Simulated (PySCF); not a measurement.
## Relaxation of doublet CBr3

Method: UPBE0 in PySCF with C def2-SVP, Br def2-SVP; no relativity; density-fitted integrals. A (50,194) grid was used.

A hand-made trigonal pyramidal start, of C3v symmetry, held to at least that symmetry:

```xyz
4
charge 0 multiplicity 2, angstrom
C     0.0000    0.0000   -0.8445
Br    1.6688    0.0000    0.0428
Br   -0.8344    1.4452    0.0428
Br   -0.8344   -1.4452    0.0428
```

At each step, columns x, y, z (Å) and Fx, Fy, Fz (eV/Å):

```
step 0  E − E(last) = 149.23 kJ/mol
C    0.000   0.000  -0.845   0.006   0.000   3.490
Br   1.669   0.000   0.043   2.588   0.000  -1.167
Br  -0.834   1.445   0.043  -1.297   2.244  -1.162
Br  -0.834  -1.445   0.043  -1.297  -2.244  -1.162
step 1  E − E(last) = 35.70 kJ/mol
C    0.000   0.000  -0.654  -0.004   0.000   1.827
Br   1.773   0.000  -0.021   0.767   0.000  -0.610
Br  -0.886   1.535  -0.021  -0.382   0.661  -0.609
Br  -0.886  -1.535  -0.021  -0.382  -0.661  -0.609
step 2  E − E(last) = 6.81 kJ/mol
C    0.000   0.000  -0.518   0.001   0.000   0.848
Br   1.830   0.000  -0.066  -0.053   0.000  -0.283
Br  -0.915   1.585  -0.066   0.026  -0.045  -0.282
Br  -0.915  -1.585  -0.066   0.026   0.045  -0.282
step 3  E − E(last) = 1.92 kJ/mol
C    0.000   0.000  -0.446   0.002   0.000   0.398
Br   1.849   0.000  -0.090  -0.263   0.000  -0.132
Br  -0.924   1.601  -0.090   0.130  -0.225  -0.133
Br  -0.924  -1.601  -0.090   0.130   0.225  -0.133
step 4  E − E(last) = 0.58 kJ/mol
C    0.000   0.000  -0.407   0.001   0.000   0.183
Br   1.850   0.000  -0.103  -0.200   0.000  -0.060
Br  -0.925   1.602  -0.103   0.100  -0.171  -0.061
Br  -0.925  -1.602  -0.103   0.100   0.171  -0.061
step 5  E − E(last) = 0.04 kJ/mol
C    0.000   0.000  -0.379   0.000   0.000   0.046
Br   1.846   0.000  -0.112  -0.053   0.000  -0.015
Br  -0.923   1.599  -0.112   0.027  -0.044  -0.016
Br  -0.923  -1.599  -0.112   0.027   0.044  -0.016
step 6  E − E(last) = 0.00 kJ/mol
C    0.000   0.000  -0.370  -0.001   0.000   0.008
Br   1.845   0.000  -0.115  -0.001   0.000  -0.002
Br  -0.922   1.597  -0.115   0.001   0.000  -0.003
Br  -0.922  -1.597  -0.115   0.001   0.000  -0.003
step 7  E − E(last) = 0.00 kJ/mol
C    0.000   0.000  -0.368  -0.001   0.000   0.001
Br   1.845   0.000  -0.116   0.002   0.000   0.000
Br  -0.922   1.597  -0.116   0.000   0.003  -0.001
Br  -0.922  -1.597  -0.116   0.000  -0.003  -0.001
```

It ends at C3v with C–Br 1.862 Å (×3); Br–C–Br 118.2° (×3). A frequency run shows a minimum. Other isomers or separated fragments may lie lower.

The relaxation took roughly 100 core-seconds on a shared host.
